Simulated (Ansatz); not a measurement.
Input file for Ansatz (an electronic-structure program): R-B3LYP/def2-TZVPP on BH4P (SMILES BP), a point of a torsion scan.

Ansatz 0.2 input:
```yaml
crystal:
  periodic: [false, false, false]
  atoms:
    - {symbol: B, position_ang: [-0.87536446, 0.00439271, -0.07335833]}
    - {symbol: P, position_ang: [0.93373897, -0.06331014, -0.48873626]}
    - {symbol: H, position_ang: [-1.53638538, 0.90739164, -0.40665008]}
    - {symbol: H, position_ang: [-1.34480357, -0.88549166, 0.52174492]}
    - {symbol: H, position_ang: [1.47308811, -0.12435078, 0.77886381]}
    - {symbol: H, position_ang: [1.22350012, 1.27588995, -0.67147939]}
basis:
  gaussian:
    orbitals: def2-TZVPP
hamiltonian:
  xc: {name: B3LYP}
scf: {lower_state_search: off}
```

The head of its log:

```
WARN ansatz: RAYON_NUM_THREADS=1 ignored (pool sized by the plan → 1); use --threads N
Functional definition: B3LYP
these checks for a lower state are left out or cut short: stability, starts, cluster_reference, orbital_swaps, neighbouring_geometries, increment
integrals: 0.03 GiB planned
702 factors; their error is unknown
mean field: 0.37 GiB planned
mean field evaluation 1: about -10028.5936 eV, gradient 2.5e1 eV
mean field evaluation 2: about -10028.4324 eV, gradient 2.6e1 eV
```

### Question
What total energy does the run end on?

### Answer
-368.6217 hartree.
